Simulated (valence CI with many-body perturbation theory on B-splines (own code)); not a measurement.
## Level structure of Te39+

Level of theory: configuration interaction combined with many-body perturbation theory (CI+MBPT): three valence electrons over a frozen Dirac-Fock core [Ne], a basis of 11 s, 11 p, 9 d, 7 f, 5 g, 2 h, 1 i functions for each j, with the one-electron correlation potential Σ1 (screened to all orders), the two-electron term Σ2, the three-electron term Σ3, Breit, model QED; selected single and double excitations, second order for the rest (own B-spline code, finite nucleus).

No measured spectrum was set against this ion. As an estimate, large intervals hold to a few tenths of a per cent, small ones and those within an open d or f shell to about a per cent.

Levels 1 to 45 of 70, with energies above the lowest level, (3s^2 3p1/2) J=1/2. "Leading %" is the weight of the configuration and term that name the level; weights of strongly mixed levels are sums over their largest components and can fall short. In the jj column 3d3/2^4 stands for four electrons in 3d with j = 3/2. Lifetimes count E1, E2, E3, M1 and M2 decay at the calculated energies, and are blank where another channel may lead or the interval is too uncertain; long ones can be off by a factor of two.

```tsv
No.	Configuration	Term	J	E (Ry)	Leading %	Lifetime	Second component	Leading jj
1	3s2 3p	2P°	1/2	0.000	99			3s^2 3p1/2 (99 %)
2	3s2 3p	2P°	3/2	5.086	98	640 ns		3s^2 3p3/2 (98 %)
3	3s 3p2	4P	1/2	7.014	68	104 ps	23 % 3s 3p2 2S	3s 3p1/2^2 (93 %)
4	3s 3p2	4P	3/2	10.917	93	980 ps	5 % 3s 3p2 2D	3s 3p1/2 3p3/2 (98 %)
5	3s 3p2	2D	5/2	11.687	49	226 ps	48 % 3s 3p2 4P	3s 3p1/2 3p3/2 (94 %)
6	3s 3p2	2D	3/2	12.772	64	13.1 ps	20 % 3s 3p2 2P	3s 3p1/2 3p3/2 (83 %)
7	3s 3p2	2P	1/2	13.378	71	3.60 ps	21 % 3s 3p2 4P	3s 3p1/2 3p3/2 (91 %)
8	3s2 3d	2D	5/2	15.903	42	549 ps	37 % 3s 3p2 4P	3s 3p3/2^2 (57 %)
9	3s2 3d	2D	3/2	15.933	82	2.78 ps	11 % 3s 3p2 2P	3s^2 3d3/2 (82 %)
10	3s2 3d	2D	5/2	17.640	54	5.61 ps	30 % 3s 3p2 2D	3s^2 3d5/2 (54 %)
11	3s 3p2	2S	1/2	18.499	69	5.14 ps	19 % 3s 3p2 2P	3s 3p3/2^2 (96 %)
12	3s 3p2	2P	3/2	18.857	66	2.62 ps	25 % 3s 3p2 2D	3s 3p3/2^2 (92 %)
13	3p3	2P°	3/2	19.976	34	10.9 ps	26 % 3p3 2D°	3p1/2^2 3p3/2 (79 %)
14	3s 3p 3d	4F°	3/2	20.991	80	39.7 ps	11 % 3s 3p 3d 2D°	3s 3p1/2 3d3/2 (91 %)
15	3s 3p 3d	4F°	5/2	21.489	56	137 ps	18 % 3s 3p 3d 2D°	3s 3p1/2 3d3/2 (88 %)
16	3s 3p 3d	4D°	1/2	22.715	71	3.55 ps	21 % 3s 3p 3d 2P°	3s 3p1/2 3d3/2 (93 %)
17	3s 3p 3d	4P°	5/2	22.750	32	14.8 ps	24 % 3s 3p 3d 4D°	3s 3p1/2 3d5/2 (91 %)
18	3s 3p 3d	4D°	3/2	22.772	49	3.77 ps	26 % 3s 3p 3d 4P°	3s 3p1/2 3d3/2 (74 %)
19	3s 3p 3d	4F°	7/2	23.157	61	24.7 ps	22 % 3s 3p 3d 4D°	3s 3p1/2 3d5/2 (89 %)
20	3p3	4S°	3/2	23.559	36	5.72 ps	33 % 3s 3p 3d 2D°	3s 3p1/2 3d5/2 (41 %)
21	3s 3p 3d	2F°	5/2	23.616	23	12.7 ps	21 % 3s 3p 3d 4P°	3s 3p1/2 3d5/2 (78 %)
22	3p3	2D°	5/2	25.199	54	6.20 ps	42 % 3s 3p 3d 2F°	3p1/2 3p3/2^2 (54 %)
23	3p3	2D°	3/2	25.700	38	2.80 ps	19 % 3p3 4S°	3p1/2 3p3/2^2 (55 %)
24	3p3	2P°	1/2	25.736	84	4.74 ps	15 % 3s 3p 3d 2P°	3p1/2 3p3/2^2 (84 %)
25	3s 3p 3d	4P°	3/2	26.827	43	4.51 ps	40 % 3s 3p 3d 4D°	3s 3p3/2 3d3/2 (97 %)
26	3s 3p 3d	4D°	5/2	26.839	55	3.66 ps	16 % 3s 3p 3d 4F°	3s 3p3/2 3d3/2 (83 %)
27	3s 3p 3d	4P°	1/2	26.878	88	5.04 ps	11 % 3s 3p 3d 4D°	3s 3p3/2 3d3/2 (97 %)
28	3s 3p 3d	4D°	7/2	26.967	55	5.36 ps	32 % 3s 3p 3d 4F°	3s 3p3/2 3d3/2 (64 %)
29	3s 3p 3d	4F°	9/2	26.972	100	822 ns		3s 3p3/2 3d5/2 (100 %)
30	3s 3p 3d	2D°	3/2	27.909	46	6.00 ps	25 % 3s 3p 3d 4P°	3s 3p3/2 3d5/2 (69 %)
31	3s 3p 3d	2D°	5/2	28.129	49	6.74 ps	35 % 3s 3p 3d 4P°	3s 3p3/2 3d5/2 (93 %)
32	3s 3p 3d	2D°	3/2	28.635	41	2.67 ps	16 % 3p3 2P°	3s 3p3/2 3d3/2 (58 %)
33	3s 3p 3d	2F°	7/2	28.827	90	6.57 ps	8 % 3s 3p 3d 4D°	3s 3p3/2 3d5/2 (74 %)
34	3s 3p 3d	2F°	5/2	29.212	76	2.17 ps	13 % 3s 3p 3d 2D°	3s 3p3/2 3d3/2 (89 %)
35	3s 3p 3d	2P°	1/2	29.330	78	2.23 ps	17 % 3s 3p 3d 4D°	3s 3p3/2 3d3/2 (72 %)
36	3s 3p 3d	2F°	7/2	29.614	79	4.04 ps	15 % 3s 3p 3d 4D°	3s 3p3/2 3d5/2 (89 %)
37	3p2 3d	4F	3/2	29.846	42	12.9 ps	24 % 3p2 3d 2D	3p1/2^2 3d3/2 (97 %)
38	3s 3p 3d	2P°	1/2	30.151	84	3.51 ps	13 % 3p3 2P°	3s 3p3/2 3d5/2 (70 %)
39	3s 3p 3d	2P°	3/2	30.543	83	2.84 ps	6 % 3s 3p 3d 2D°	3s 3p3/2 3d5/2 (94 %)
40	3s 3p 3d	2D°	5/2	30.666	65	2.45 ps	18 % 3s 3p 3d 2F°	3s 3p3/2 3d5/2 (86 %)
41	3p2 3d	4F	5/2	31.439	26	9.98 ps	25 % 3p2 3d 4D	3p1/2^2 3d5/2 (91 %)
42	3p3	2P°	3/2	31.917	38	1.80 ps	25 % 3p3 2D°	3p3/2^3 (70 %)
43	3p2 3d	2F	5/2	33.771	56	10.2 ps	33 % 3p2 3d 4F	3p1/2 3p3/2 3d3/2 (89 %)
44	3p2 3d	4F	3/2	34.155	37	5.23 ps	33 % 3p2 3d 2P	3p1/2 3p3/2 3d3/2 (95 %)
45	3p2 3d	4D	1/2	34.292	82	5.00 ps	16 % 3p2 3d 2P	3p1/2 3p3/2 3d3/2 (99 %)
```

The ionisation energy to 3s2 1S_0 of the next ion comes out as 2789.6 eV (NIST: 2788 ± 4 eV (theoretical)). All 70 levels together are meant to be complete up to 40.080 Ry.
